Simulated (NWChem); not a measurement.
**Correlation energy of F₃S (+1)**

```xyz
4

F      0.6929    -0.2175     1.1677
S     -0.0350     0.4543     0.0000
F      0.6929    -0.2175    -1.1677
F     -1.3236    -0.3726     0.0000
```
Charge +1, spin multiplicity 1.

All runs are NWChem calculations. Structure: optimised with PBE0/def2-SVP, a minimum by its harmonic frequencies.

Basis set: 3-21G. Each correlation energy counts from its own Hartree-Fock reference.

The correlated methods keep 8 core orbitals frozen. The structure started from a generated list of species. Coupled-cluster values serve here as a point of comparison, not as the truth.

**Question.** One of these methods gave a correlation energy of -447.6 mHa. Which?
A) SCS-MP2
B) CCSD+T(CCSD)
C) CCSD
D) CCSD(T)

**Answer.** D, CCSD(T). The others give -449.4 (CCSD+T(CCSD)), -437.6 (CCSD), -422.6 (SCS-MP2).
